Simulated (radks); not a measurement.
Results of a calculation; reference values are marked as such.
Numerical settings for neutral cobalt, [Ar] 3d7 4s2. Level of theory: non-relativistic Kohn-Sham, PBE, spin-polarised, spherical densities, point nucleus; open shells are filled with parallel spins first (a radial shooting solver on a logarithmic mesh with Libxc functionals). The defaults (mesh step 0.008 in ln r, mesh end at 40 bohr or more with all orbitals vanishing there, Anderson mixing 0.5 over 9 steps, residual threshold near 1e-9 with the energy settled to 1e-9 hartree or 1e-11 of itself, here a cap of 65 iterations) give E = -1382.4740 hartree and 4s at -5.085 eV in 14 iterations. Run on one thread of a shared host, so times are rough (Arm Neoverse N1): 0.19 s of CPU time, 0.19 s wall, 14 iterations on 2669 mesh points. Changes against that run (0 stands for a change within the tolerance of the run):

| setting | iterations | converged | E (mhartree) | e(4s) (meV) | CPU (s) |
|---|---|---|---|---|---|
| mesh step in ln r 0.012 | 14 | yes | 0 | 0 | 0.14 |
| mesh step in ln r 0.03 | 14 | yes | +0.000511 | 0 | 0.07 |
| mesh step in ln r 0.12 | 2 | no | diverged | - | 0.01 |
| mesh end (bohr) 3 | 14 | level above zero | +1.31e+03 | +2.09e+04 | 0.14 |
| mesh end (bohr) 12 | 14 | yes | +0.0232 | +2.48 | 0.18 |
| residual threshold 1e-05 | 11 | yes | 0 | +0.0228 | 0.17 |
| residual threshold 0.001 | 10 | yes | 0 | -0.544 | 0.16 |
| mixing 0.2 | 26 | yes | 0 | 0 | 0.34 |
| linear mixing, mixing 0.05 | 65 | no | +0.127 | -109 | 0.7 |
| linear mixing, mixing 0.5 | 31 | yes | 0 | 0 | 0.33 |
| mixing history 3 | 18 | yes | 0 | 0 | 0.22 |
| iteration cap 2 | 2 | no | +178 | -5.79e+03 | 0.04 |

Settled on a wrong energy, with an occupied level pushed above zero by the early mesh end: mesh end (bohr) 3 (+1.31 hartree). Apart from these: no run marked as converged misses the energy by more than 1 mhartree. A mesh that ends early acts as a hard wall.
